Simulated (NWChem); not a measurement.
System: MgHCl; SMILES [MgH][Cl]

Here is an NWChem input.

```
start job
memory heap 200 mb stack 900 mb global 1100 mb
geometry units angstroms noautosym nocenter noautoz
  Mg    -0.001954     1.137403     0.000000
  H     -0.007679     2.824253     0.000000
  Cl     0.001417    -1.072473     0.000000
end
basis spherical
  * library def2-svpd
end
dft
  xc b3lyp
  iterations 150
end
tddft
  cis
  nroots 6
  notriplet
end
task tddft energy
```

The geometry was optimised at PBE0/def2-SVP.

Vertical excitations in the gas phase.

**Question.** What results follow from this input? (B3LYP/def2-SVPD, TDA.) Quantities: lowest excitation, singlet (eV); oscillator strength of that lowest state; lowest state with f > 0.02, singlet (eV); oscillator strength of that bright state; orbital gap (eV).

**Answer.** The lowest excitation, singlet (eV) comes out as 6.06. The oscillator strength of that lowest state is 0.024, the lowest state with f > 0.02, singlet (eV) is 6.06 and the oscillator strength of that bright state is 0.024. The orbital gap (eV) is 6.88.
